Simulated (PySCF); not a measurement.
Does the structure fit the spectrum?

A compound C6H13NSi gives the data below (simulated from a calculation) and was assigned the structure `C=C([SiH3])/C=N\CCC`.

$^{13}$C{$^{1}$H} NMR (computed): δ 165.8 (CH), 153.2 (C), 137.3 (CH2), 55.2 (CH), 27.3 (CH3, 2C).

$^{1}$H NMR (300 MHz, computed): δ 8.22 (s, 1H), 6.08 (m, 1H), 5.93 (m, 1H), 4.20 (s, 3H), 3.94 (sept, 1H), 1.20 (d, 6H).

Single conformer, no solvent model, relativity neglected, one averaged value for each set of equivalent atoms. PBE0/pcSseg-1 with gauge-including orbitals; geometry: GFN2-xTB; PySCF 2.14.

Chemical shifts δ = σref − σ; $^{1}$H, $^{13}$C against TMS, all at this level.

**Question.** Compare with the shifts computed for the proposed structure, pairing carbons in order of shift.

**Answer.** Structure with atom numbers: `[CH2:1]=[C:2]([SiH3:3])/[CH:4]=[N:5]\[CH2:6][CH2:7][CH3:8]`; H(Xn) means a hydrogen on atom n.

| atom | computed for proposal | given list | difference |
| --- | --- | --- | --- |
| C4 | 168.5 | 165.8 | +2.7 |
| C2 | 149.4 | 153.2 | -3.8 |
| C1 | 140.3 | 137.3 | +3.0 |
| C6 | 57.0 | 55.2 | +1.8 |
| C7 | 27.4 | 27.3 | +0.1 |
| C8 | 14.6 | 27.3 | -12.7 |

The rms difference is 5.7 ppm and the largest -12.7 ppm at C8 (methyl carbon). The proposal also would give 6 carbon signals, not 5. The carbon types in order of shift don't match either: CH, C, CH2, CH2, CH2, CH3 for the proposal against CH, C, CH2, CH, CH3, CH3 in the data. The proposal doesn't fit.

**Question.** Which isomer fits?

**Answer.** SMILES CC(/N=C\C(=C)[SiH3])C.

1. Carbon types of the structure: 1 × C, 2 × CH, 1 × CH2, 2 × CH3, leaving 3 H on heteroatoms.
2. δC 165.8: C=N carbon.
3. δC 153.2: fully substituted alkene carbon; an sp2 carbon of a C=C bond.
4. δC 137.3: terminal =CH2 carbon; as expected for a trigonal carbon in a double bond.
5. δH 3.94: hydrogen on an sp3 CH bonded to N; its carbon carries N, an electronegative neighbour.

This is the structure that produced the data.

Shifts are as computed. Against solution values, carbons near 30 ppm lie about +3 ppm off and those near 130 ppm about +5 ppm. Of 1211 compounds with measured shifts, 218 miss one by over three times the rms of a fit or turn the order of signals round; such compounds aren't used in these exercises. No couplings were computed; multiplicities are counted from neighbouring protons, with m where these are inequivalent, close in shift, in a saturated or five-membered ring or joined by F or P, and br s for small geminal =CH2 splittings.
